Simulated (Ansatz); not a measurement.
`N[SiH]([SiH3])[SnH3]` + CH₃NH₂ → `CN[SiH](N)[SiH3]` + `[SnH4]`  (cleavage of the Si–Sn bond)

Program: Ansatz. Geometries: PBE0-D4/def2-TZVP. ΔE: electronic, gas phase. CCSD(T)/CBS is the MP2 limit (def2-TZVPP, def2-QZVPP) plus CCSD(T) − MP2 in def2-TZVPP, frozen cores. Functionals use def2-TZVPP. B3LYP here is the variant with VWN-RPA as its local correlation; programs differ in this. Elements past krypton have def2 core potentials. For Sn outer-core shells are correlated without core-valence functions, which leaves a few kJ/mol of doubt a bond. One conformer a species, not always the lowest.

`N[SiH]([SiH3])[SnH3]`:

Cartesian coordinates in Å:
```
N -1.719 -0.963 -0.621
Si -0.471 -0.383 0.431
Si -0.391 1.945 0.742
Sn 1.775 -1.191 -0.516
H -1.647 -0.785 -1.610
H -2.680 -0.899 -0.320
H -0.691 -1.009 1.765
H -0.095 2.622 -0.552
H -1.690 2.474 1.248
H 0.678 2.310 1.713
H 3.089 -0.376 0.212
H 1.841 -0.875 -2.197
H 2.001 -2.869 -0.295
```

CH₃NH₂:

Cartesian coordinates in Å:
```
C -0.171 0.371 0.394
N 0.174 -0.344 -0.822
H 0.030 -0.168 1.332
H -1.234 0.624 0.377
H 0.379 1.314 0.428
H -0.335 -1.218 -0.879
H 1.158 -0.579 -0.831
```

`CN[SiH](N)[SiH3]`:

```xyz
15

C    -0.049    2.108   -1.063
N     0.517    0.788   -0.903
Si   -0.304   -0.556   -0.224
N     0.404   -1.976   -0.873
Si   -0.158   -0.787    2.116
H     0.334    2.594   -1.965
H    -1.133    2.026   -1.174
H     0.142    2.775   -0.213
H     1.525    0.777   -0.875
H    -1.736   -0.293   -0.573
H     0.419   -2.139   -1.867
H     0.411   -2.838   -0.352
H    -0.852    0.349    2.786
H    -0.782   -2.049    2.610
H     1.262   -0.780    2.571
```

`[SnH4]`:

Cartesian coordinates in Å:
```
Sn 0.000 0.000 0.000
H 1.470 -0.806 0.302
H -1.076 -0.278 1.292
H -0.684 -0.589 -1.445
H 0.289 1.672 -0.149
```

| species | B3LYP-D4 energy (Eh) |
| --- | --- |
| `N[SiH]([SiH3])[SnH3]` | -853.64111 |
| CH₃NH₂ | -95.90760 |
| `CN[SiH](N)[SiH3]` | -732.81079 |
| `[SnH4]` | -216.75114 |

Work out ΔE.

ΔE = (-732.81079) + (-216.75114) − (-853.64111) − (-95.90760) = -0.01322 Eh = -0.36 eV. CCSD(T)/CBS gives -0.30 eV.

Largest T1 diagnostic among the species: 0.013.

In def2-TZVPP, CCSD(T) changes the Hartree–Fock value by +0.11 eV (the triples alone add +0.01 eV) and MP2 by +0.11 eV. From PBE to PBE0 (25 % exact exchange), in def2-TZVPP and without D4, ΔE moves by −0.04 eV.
